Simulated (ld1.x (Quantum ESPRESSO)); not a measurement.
**Configuration tests for tin (Sn) (TM)**

ld1.x (Quantum ESPRESSO) 7.5 input, shortened:

```
&input
   title='Sn', zed=50., rel=1, dft='BP', iswitch=3,
   config='[Kr] 4d10 5s2 5p2'
 /
 &inputp
   pseudotype=2, tm=.true., lloc=1,
   nlcc=.true., new_core_ps=.true., rcore=1.95
 /
2
5S  1  0   2.00   0.00  1.95  1.95  0.0
5P  2  1   2.00   0.00  2.20  2.20  0.0
 &test
   configts(1)='5s2 5p2'
 /
```

Energies are relative to the spin-unpolarised reference configuration 5s2 5p2; without spin polarisation the order of configurations can differ from experiment. The frozen-core shift is the all-electron ΔE with the core orbitals held at their reference shape minus the fully relaxed ΔE.

| valence configuration | charge | ΔE all-electron (eV) | error AE − PS (meV) | frozen-core shift (meV) |
| --- | --- | --- | --- | --- |
| 5s2 5p1 | +1 | 7.033 | -7.1 | +9.9 |
| 5s2 5p0 | +2 | 21.155 | -55 | +75 |
| 5s1 5p0 | +3 | 52.329 | -321 | +421 |
| 5s0 5p4 | 0 | 14.245 | -59 | +58 |
| 5s2 5p2.3 | -0.3 | -0.891 | +0.1 | 0.0 |

Task: What are ΔE and the potential's error for 5s1 5p2?

Result: ΔE = 14.705 eV all-electron; the error (AE − PS) is -35 meV.

Task: What are ΔE and the potential's error for 5s2 5p1.5?

Result: ΔE = 2.691 eV all-electron; the error (AE − PS) is -1.4 meV.

Levels in the configuration 5s2 5p1.5:

```csv
level,all-electron (eV),pseudo (eV)
5s,-14.204,-14.213
5p,-6.986,-6.990
```
